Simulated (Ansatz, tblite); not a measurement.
Cost and result up the ladder for B(PF3)H3 (BPH3F3) (8 atoms). The state is a singlet with charge 0. Geometry: B3LYP-D4/def2-SVP.

Cartesian coordinates in Å:
```
B -0.054 1.102 -0.077
P 0.039 -0.750 0.051
F 1.320 -1.470 -0.519
F -1.085 -1.595 -0.662
F -0.014 -1.392 1.490
H -1.135 1.348 0.423
H 0.019 1.293 -1.275
H 0.910 1.465 0.568
```

Ansatz on 4 threads of Intel Xeon on a shared host; xTB runs through tblite on one thread. Times are rough, summed over both states, and most runs start from the orbitals of an earlier one. PBE0-D4/def2-TZVP serves as the yardstick here, not as an exact answer. The other state is a doublet.

The xTB rows come from tblite.

Raw xTB energies of ions are shifted by several eV.

```csv
level,functions,wall time
GFN2-xTB,28,0.028 s
GFN1-xTB,31,0.044 s
PBE-D4/def2-TZVP,179,13 s
r2SCAN-D4/def2-TZVP (with forces),179,25 s
PBE0-D4/def2-TZVP,179,26 s
```

Estimate what each level gives for the vertical IE (eV).


```csv
level,vertical IE (eV),difference from PBE0-D4/def2-TZVP (eV)
GFN2-xTB,14.94,2.65
GFN1-xTB,16.73,4.44
PBE-D4/def2-TZVP,11.99,-0.30
r2SCAN-D4/def2-TZVP (with forces),12.12,-0.17
PBE0-D4/def2-TZVP,12.29,0.00
```
